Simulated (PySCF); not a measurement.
Gas-phase reaction: 2 SnH₂ + 2 Cl = SnH₃Cl + SnHCl

Computed with PySCF and rigid-rotor harmonic-oscillator thermochemistry at 1 bar. † marks an energy on the PBE0/def2-TZVP geometry and frequencies. MP2 freezes the core. Open shells (unrestricted): Cl (multiplicity 2, electronic degeneracy 6); the rest are closed-shell singlets. Spin-orbit splitting is ignored; it lowers the true energy and changes the entropy of Cl. B3LYP is the form with VWN-RPA correlation. Sn: scalar-relativistic def2 core potential, no spin-orbit coupling. SnH₂, SnH₃Cl, SnHCl: computed as isolated molecules; such fragments, hydroxides, amides, oligomers or adducts are transient or little studied in the gas. MP2 isn't extrapolated to the basis-set limit; its ΔH°(298 K) is -678.1 kJ in def2-SVP and -731.4 kJ in def2-TZVPP. The harmonic model lacks anharmonicity and excited electronic states, which grow with temperature; levels with a mode under 35 cm⁻¹ are left out.

| level | ΔE electronic, kJ | ΔH°(298 K), kJ | ΔS°(298 K), J/K | ΔG°(2500 K), kJ |
|---|---|---|---|---|
| B3LYP/def2-TZVP† | -685 | -672 | -246 | -61 |
| MP2/def2-SVP† | -691 | -678 | -246 | -67 |
| PBE/def2-TZVP† | -732 | -719 | -246 | -108 |
| PBE0/def2-SVP† | -713 | -700 | -246 | -89 |
| ωB97M-V/def2-TZVP† | -732 | -719 | -246 | -108 |
ΔH° is lowest at ωB97M-V/def2-TZVP† and highest at B3LYP/def2-TZVP†. No reference value is set beside these.
